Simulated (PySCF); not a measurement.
CH₈FNSi₂. Atoms are numbered in the order given.

```xyz
13

N     -2.7122     1.0578     1.0206
C     -1.5633     0.1758     0.8737
Si    -0.0926     0.9110    -0.0936
Si     1.6873    -0.5960    -0.3396
F      1.0839    -1.9611    -1.0099
H     -2.4487     1.9196     1.4947
H     -3.0747     1.3327     0.1097
H     -1.8785    -0.7569     0.3757
H     -1.2152    -0.1394     1.8724
H      0.4112     2.1352     0.6131
H     -0.5658     1.3428    -1.4490
H      2.2827    -0.9656     0.9806
H      2.7729    -0.0868    -1.2298
```
Charge 0, spin multiplicity 1.

Geometry optimised at PBE0-D3(BJ)/def2-SVP. The structure was generated by enumeration, and PubChem lists no compound with its InChIKey, so it may never have been made. Other conformers were not sampled.

Vertical ionisation energy (IE) and electron affinity (EA) in eV. Rows of orbital energies are one-electron estimates. Where ΔSCF, EOM or ADC give a negative EA the extra electron is unbound and the value depends on the basis.

```csv
level,IE,EA
"−ε(HOMO), −ε(LUMO), ωB97X/def2-TZVP (PySCF)",9.02,-1.38
"−ε(HOMO), −ε(LUMO), PBE/def2-TZVP (PySCF)",5.36,1.49
```
